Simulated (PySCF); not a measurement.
C5H12SSi3.
Structure used (GFN2-xTB), in Å, numbered top down from 1:
```xyz
21
C5H12SSi3 angstrom
C      3.7052    2.1263    0.0185
C      2.9956    1.2706   -0.4388
Si     1.9279   -0.0683   -1.1350
C      0.4139   -0.2617    0.0207
C     -0.4215   -1.4746   -0.4037
C     -1.4311   -1.9544    0.6374
S     -3.0707   -1.1407    0.5653
Si    -2.5502    0.8143    1.3088
Si    -0.6213    1.3450    0.1568
H      4.3225    2.8787    0.4196
H      1.5040    0.2931   -2.4917
H      2.7022   -1.3183   -1.1486
H      0.8128   -0.4775    1.0203
H      0.2514   -2.3169   -0.6002
H     -0.9491   -1.2638   -1.3377
H     -1.6600   -3.0081    0.4763
H     -1.0430   -1.8377    1.6505
H     -3.7724    1.5637    1.0504
H     -2.4152    0.6662    2.7629
H     -0.9055    1.8192   -1.2067
H      0.1954    2.3617    0.8290
```

Definitions: NICS(0) = −σiso at the ring centroid; NICS(1) = −σiso and NICS(1)zz = −σzz at ±1 Å along the ring normal z. Level: GIAO PBE0/pcSseg-1 (PySCF, non-relativistic, gas phase) on the GFN2-xTB geometry, one conformer.

Ring bond lengths (Å), with Mayer bond orders in brackets: C4–C5 1.533 (1.00), C5–C6 1.528 (1.00), C6–S7 1.832 (1.01), S7–Si8 2.155 (0.92), Si8–Si9 2.309 (0.89), Si9–C4 1.916 (0.87).

Task: Give the NICS values of each ring in ppm.

Result: 
```csv
ring,type,NICS(0),"NICS(1), two faces","NICS(1)zz, two faces",rms pucker (Å),"centre to ring atoms, mean (Å)"
C4–C5–C6–S7–Si8–Si9,6-membered ring with S and 2 Si; formal bonds all single,-1.4,-1.5 / -1.4,5.7 / 6.1,0.30,1.78
```

Task: What can be read from them?

Result: 
- C4–C5–C6–S7–Si8–Si9: mean NICS(1)zz 5.9 ppm, deshielded. C4, C5, C6, Si8, Si9 have four or more neighbours, and the NICS criterion for π rings isn't applied.

Task: At the first NICS(1) probe listed for ring C4–C5–C6–S7–Si8–Si9, 1 Å off the ring, how large is the induced field along the normal in 9.4 T applied along it?

Result: NICSzz × B0 = 5.7 ppm × 9.4 T = 54 μT, along the applied field.
